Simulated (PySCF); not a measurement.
Be(Br)(SH) (BeBrHS), SMILES [SH][Be][Br]. Atoms are numbered in the order given.

```xyz
4

Be    -0.0285    -0.6466     0.0000
Br     0.0022     1.3111     0.0000
S     -0.0770    -2.5432     0.0000
H      1.2677    -2.6087     0.0000
```
Charge 0, spin multiplicity 1.

The structure is a stationary point at PBE0-D3(BJ)/def2-TZVP. The values are those of a single conformer.

Method: r2SCAN/def2-TZVPD (PySCF).

Symmetry labels are those of the subgroup Cs that the program uses (full group Cs).

**Question.** List the valence orbital energies around the gap with their symmetry. (An estimate is asked for; the answer gives what the named calculation found.)

**Answer.** 
```csv
orbital,symmetry,energy (eV)
HOMO−7,A',-20.14
HOMO−6,A',-18.95
HOMO−5,A',-10.85
HOMO−4,A',-9.84
HOMO−3,A',-8.61
HOMO−2,A",-8.11
HOMO−1,A',-8.06
HOMO,A",-6.99
LUMO,A',-1.28
LUMO+1,A',-0.74
LUMO+2,A",-0.61
LUMO+3,A',0.22
```
